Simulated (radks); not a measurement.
Values are calculated unless marked as measured or tabulated.
Question: Numerical settings for the carbon ion C+, [He] 2s2 2p1. Level of theory: Dirac Kohn-Sham, PBE, spin-unpolarised, spherical densities, finite nucleus; open shells are shared between the two j in proportion to 2j + 1; Fermi nuclear charge, rms radius 2.4702 fm (a radial shooting solver on a logarithmic mesh with Libxc functionals). The defaults (mesh step 0.008 in ln r, mesh end at 40 bohr or more with all orbitals vanishing there, Anderson mixing 0.5 over 9 steps, residual threshold near 1e-9 with the energy settled to 1e-9 hartree or 1e-11 of itself, here a cap of 55 iterations) give E = -37.3657 hartree and 2p3/2 at -17.000 eV in 13 iterations. Run on one thread of a shared host, so times are rough (Arm Neoverse V1): 0.04 s of CPU time, 0.04 s wall, 13 iterations on 2189 mesh points. One setting is changed at a time: mesh step in ln r 0.05; mesh step in ln r 0.003; mesh step in ln r 0.005; mesh end (bohr) 5; mesh end (bohr) 8; residual threshold 1e-16; residual threshold 0.1; mixing 1; linear mixing, mixing 0.5; linear mixing, mixing 0.2; mixing history 3; iteration cap 5. Which runs fail to converge, and which converge to a wrong energy?

Answer: Not converged within the cap: residual threshold 1e-16; linear mixing, mixing 0.2; iteration cap 5. Settings that end as converged yet miss the energy by more than 1 mhartree: mesh end (bohr) 5 (+0.00335 hartree).
